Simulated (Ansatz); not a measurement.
`CC[Si](F)(F)Cl` + HCl → `F[Si](F)(Cl)Cl` + `CC` at 298.15 K and 1 bar (ligand exchange at the Si–C bond).

Program: Ansatz. Geometries: PBE0-D4/def2-TZVP. ΔE: electronic, gas phase. CBS: MP2 limit from def2 TZ/QZ plus the TZ coupled-cluster correction, frozen cores. This one scheme is used for every species. Each species was taken in one conformer, which may not be the lowest.

```csv
species,CCSD(T)/CBS energy (Eh),H − E (kJ/mol),S (J/(mol·K))
`CC[Si](F)(F)Cl`,-1027.77234,217.3,368.8
HCl,-460.38127,26.6,186.8
`F[Si](F)(Cl)Cl`,-1408.46553,43.6,322.9
`CC`,-79.71954,207.7,227.7
```

H − E and S are ideal-gas, rigid-rotor, harmonic terms from PBE0-D4/def2-TZVP, for one conformer and one mirror image of each species. 1 Eh = 2625.50 kJ/mol, R = 8.31446 J/(mol·K).

Problem. By hand: ΔE, ΔH, ΔS and ΔG.

Solution. ΔE = (-1408.46553) + (-79.71954) − (-1027.77234) − (-460.38127) = -0.03146 Eh = -82.6 kJ/mol. Δ(H − E) = 43.6 + 207.7 − 217.3 − 26.6 = 7.4, so ΔH = -75.2 kJ/mol. ΔS = 322.9 + 227.7 − 368.8 − 186.8 = -5.0 J/(mol·K). ΔG = -75.2 − 298.15 × (-5.0)/1000 = -73.7 kJ/mol.

Problem. By hand: the equilibrium constant, and the temperature at which ΔG would vanish if ΔH and ΔS stayed fixed.

Solution. log₁₀ K = −ΔG/(RT ln 10) = 12.9. ΔG = 0 at ΔH/ΔS = 15040 K, far beyond where these terms or the molecules hold.

The number of gas molecules stays the same, so ΔS is small and ΔH decides. A doubt of 5 kJ/mol in ΔE shifts log₁₀ K by 0.9 here. Other conformers and mirror images would add mixing entropy, several J/(mol·K) or more a flexible species. These are equilibria of isolated gas molecules and say nothing of rates. Largest T1 diagnostic: 0.010 (customary marks: 0.02 for closed shells, 0.045 for open ones).
